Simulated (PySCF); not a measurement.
# One molecule, several mistakes: BGeH5NSi

Calculated results; nothing here was measured. They come from PySCF 2.14.0, an open-source quantum chemistry program, on an isolated molecule that a program drew, which may never have been made. The molecule is BGeH5NSi (charge 0, doublet), drawn as the SMILES string `[SiH2]=N[BH][GeH2]`.

Each row is a Hartree-Fock (HF) and frozen-core CCSD(T) single point in the cc-pV(D+d)Z basis, meant for a local HF minimum. Run 1 is clean. Each other run has one planted mistake out of seven kinds, and not every kind appears here: one electron removed, one electron added, multiplicity raised by two, geometry at a saddle point, minimal basis STO-3G, one bond length entered in bohr, all coordinates scaled. The reference is restricted for singlets and unrestricted otherwise, and also for a bond in bohr. Adding or removing an electron swaps singlet and doublet. Electrons count all cores. HOMO and LUMO are orbital energies over both spins, the gradient is its largest component, and the lowest frequency (negative if imaginary) is given only where the gradient is small. Bond lengths are over the 8 bonds as drawn. T1 is the CCSD diagnostic: over 0.02 (restricted) or 0.045 (unrestricted) a single reference is doubtful. Germanium has the cc-pVDZ-PP basis, with a core potential (ECP10MDF) in place of its 10 inner electrons, and its 3s, 3p and 3d shells are frozen in CCSD(T).

Geometry of the clean run:
```xyz
9
BGeH5NSi, angstrom
Si   -0.0568    1.8794    1.7863
N     0.7713    0.5604    1.7782
B     1.5087   -0.6038    1.7445
Ge    1.7729   -1.6247   -0.0507
H    -1.5167    1.9139    1.9415
H     0.5446    3.2113    1.6410
H     1.9711   -1.0870    2.7457
H     3.0016   -2.5372   -0.1978
H     1.5968   -0.8197   -1.3515
```

```
run  electrons  basis functions  <S^2>  HOMO (eV)  LUMO (eV)  gradient (hartree/bohr)  lowest frequency (cm^-1)  mean bond (Å)  longest bond (Å)      T1  HF (hartree)  CCSD(T) (hartree)                          mistake
  1         63               99  0.763      -7.57       1.19                  2.8e-05                        96         1.5296             2.082  0.0212    -664.32400         -664.81364                         no fault
  2         63               99  3.804      -6.63      -0.40                  1.4e-01                         -         1.5296             2.082  0.0367    -664.23610         -664.69298       multiplicity raised by two
  3         63               99  1.763      -7.78       0.71                  2.0e-02                         -         1.6929             2.775  0.0488    -664.21633         -664.69315  one bond length entered in bohr
  4         63               99  0.767      -6.98       0.60                  5.7e-05                      -236         1.5315             2.044  0.0216    -664.30746         -664.79448       geometry at a saddle point
  5         62               99  0.000     -14.47      -5.82                  4.4e-02                         -         1.5296             2.082  0.0229    -664.07788         -664.55442                                ?
  6         64               99  0.000      -0.38       5.31                  3.0e-02                         -         1.5296             2.082  0.0280    -664.30211         -664.83272                                ?
```

**Which mistake was planted in run 5, and what did it cost?**

It counts 62 electrons, one fewer than the clean run, at the same geometry and basis. So the mistake is: one electron removed. Subtracting run 1 and multiplying by 627.51 kcal/mol a hartree, the energy moved by 154.4 kcal/mol in HF and 162.7 kcal/mol in CCSD(T).

**Which mistake was planted in run 6, and what did it cost?**

It counts 64 electrons, one more than the clean run, at the same geometry and basis. So the mistake is: one electron added. Subtracting run 1 and multiplying by 627.51 kcal/mol a hartree, the energy moved by 13.7 kcal/mol in HF and -12.0 kcal/mol in CCSD(T).

Cautions from the logs. Run 3: T1 is over the limit, so its CCSD(T) energy is less reliable; run 5: T1 is over the limit, so its CCSD(T) energy is less reliable; run 6: T1 is over the limit, so its CCSD(T) energy is less reliable.
